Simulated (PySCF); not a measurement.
## Computed vibrations of LaH3(H2O)

LaH3(H2O) (singlet). PySCF 2.14.0, RKS BP86, La lcecp-1-SVP with ECP46, H def2-SVP, O def2-SVP; non-relativistic Hamiltonian with scalar-relativistic core potentials where named; density fitting; no spin-orbit coupling. Central differences of gradients.

```xyz
7

La    0.1681   -0.1653    0.1653
H     1.3147    1.2238    1.3393
H    -1.2212   -1.3233    1.3233
H     1.3147   -1.3393   -1.2238
O    -1.3382    1.3165   -1.3165
H    -1.6680    2.2141   -1.1120
H    -1.6680    1.1120   -2.2141
```

Run from Python with OMP_NUM_THREADS=2. Where DIIS fails, smearing, a level shift and second-order steps follow.
It took 61 s on 2 threads of Arm Neoverse V1, with other jobs on the host.

Task: What are the harmonic wavenumbers and infrared intensities?

Result: Modes are labelled in Cs; negative numbers are unstable modes, those under 60 cm⁻¹ near the noise; a finer grid moves soft modes by up to 10 cm⁻¹.
```json
{"cm⁻¹": "-35", "km/mol": "–", "symmetry": "a'"}
{"cm⁻¹": "35", "km/mol": "35.7", "symmetry": "a''"}
{"cm⁻¹": "79", "km/mol": "0.3", "symmetry": "a''"}
{"cm⁻¹": "230", "km/mol": "180.6", "symmetry": "a'"}
{"cm⁻¹": "274", "km/mol": "266.8", "symmetry": "a'"}
{"cm⁻¹": "304", "km/mol": "384.3", "symmetry": "a'"}
{"cm⁻¹": "426", "km/mol": "60.8", "symmetry": "a''"}
{"cm⁻¹": "515", "km/mol": "94.6", "symmetry": "a''"}
{"cm⁻¹": "522", "km/mol": "101.0", "symmetry": "a'"}
{"cm⁻¹": "1287", "km/mol": "1018.0", "symmetry": "a''"}
{"cm⁻¹": "1290", "km/mol": "1005.1", "symmetry": "a'"}
{"cm⁻¹": "1340", "km/mol": "114.5", "symmetry": "a'"}
{"cm⁻¹": "1578", "km/mol": "80.3", "symmetry": "a'"}
{"cm⁻¹": "3676", "km/mol": "86.5", "symmetry": "a'"}
{"cm⁻¹": "3766", "km/mol": "142.9", "symmetry": "a''"}
```

Task: Is this a minimum?

Result: Probably not: 1 unstable, though so soft as to be near the noise; the lowest moves the atoms so:
```
La   0.01  0.00  0.00
H    0.06 -0.29  0.28
H   -0.46  0.28 -0.28
H    0.06 -0.28  0.29
O    0.00  0.00  0.00
H   -0.32 -0.15  0.15
H   -0.32 -0.15  0.15
```
